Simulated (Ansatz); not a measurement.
Z-matrix (Å, degrees):
```
In
O 1 2.0058
H 2 0.9623 1 113.32
N 1 2.0318 2 113.36 3 -168.99
H 4 1.0113 1 116.21 2 -151.85
H 4 1.0121 5 108.69 1 -129.88
N 1 2.0407 2 118.49 3 -1.24
H 7 1.0120 1 115.56 2 160.35
H 7 1.0120 8 108.30 1 130.50
```
Charge 0, multiplicity 1.

Method: frozen-core CCSD(T)/def2-TZVPP // B3LYP-D3(BJ)/def2-TZVP (Ansatz, a program for electronic structure).

```yaml
HF energy: -375.99129 Ha
MP2 correlation energy: -0.97354 Ha
```

**Question.** Estimate the CCSD correlation energy, the (T) correction, the total energy and the T1 diagnostic.

**Answer.** 
```json
{
  "CCSD correlation energy": "-0.97907 Ha",
  "(T) correction": "-0.03636 Ha",
  "CCSD(T) total energy": "-377.00672 Ha",
  "T1 diagnostic": "0.015"
}
```
